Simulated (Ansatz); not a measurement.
Ansatz (a quantum-chemistry and plane-wave program) input:

Ansatz 0.2 input:
```yaml
crystal:
  periodic: [false, false, false]
  atoms:
    - {symbol: Se, position_ang: [-0.00000000, -0.00000000, -0.68077172]}
    - {symbol: Cl, position_ang: [0.00000000, 0.00000000, 1.36154344]}
basis:
  gaussian:
    orbitals: def2-TZVP
hamiltonian:
  xc: {name: PBE0}
total_charge: 1
relax: {f_tol: 0.003, max_steps: 100}
```

### Question
Which total energy does the run end on?

### Answer
-2860.92159 Eh (PBE0/def2-TZVP). The basis has 85 functions.

This is an excited singlet: at this geometry the triplet lies 1.04 eV lower at CCSD(T)/CBS(def2-TZVPPD,def2-QZVPPD).
